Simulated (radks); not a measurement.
Values are calculated unless marked as measured or tabulated.
Problem. These are the eigenvalues of the occupied orbitals of an atom or ion with whole-number occupations (eV). Level of theory: Dirac Kohn-Sham, BLYP, spin-unpolarised, spherical densities, point nucleus (a radial shooting solver on a logarithmic mesh with Libxc functionals).

1s1/2: -67285.83
2s1/2: -11552.14
2p1/2: -11039.68
2p3/2: -9768.956
3s1/2: -2645.523
3p1/2: -2417.973
3p3/2: -2144.428
3d3/2: -1760.529
3d5/2: -1700.950
4s1/2: -538.6247
4p1/2: -444.8702
4p3/2: -381.8382
4d3/2: -227.8884
4d5/2: -216.3126
5s1/2: -72.2558
5p1/2: -45.1359
5p3/2: -36.3913
4f5/2: -25.0624
4f7/2: -23.0807
6s1/2: -5.2252
5d3/2: -3.5998

Which element is it, and in what charge state? The configuration may be excited. Open shells, if any, fill j = l - 1/2 first.

Solution. Z = 73, tantalum, charge 0: Ta in [Xe] 4f14 5d3 6s2. The list shows which subshells hold electrons but not how many an open one holds; the 1s level, -2472.7 hartree, gives Z - s = 70.3 by -(Z - s)^2/2, which with screening and relativity narrows Z to a few neighbours, and the depths of the outer levels then fix element, charge and occupations together.
